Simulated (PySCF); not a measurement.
SiBr2F2, SMILES F[Si](F)(Br)Br.

Coordinates come from a PBE0-D3(BJ)/def2-SVP optimisation.

Level of theory: PBE/def2-TZVP run with PySCF.

Q: Estimate the frontier levels, gap, dipole moment and polarisability. (An estimate is asked for; the answer gives what the named calculation found.)

A: 
- highest occupied level: -7.79 eV
- lowest empty level: -1.81 eV
- orbital gap: 5.98 eV
- dipole moment: 0.97 D
- quadrupole, principal values (traceless, Buckingham form, about the centre of nuclear charge): -2.79, -1.53, 4.32 D·Å
- mean static polarisability: 60.6 bohr³ (8.98 Å³)
- polarisability, principal values: 48.3, 55.9, 77.7 bohr³
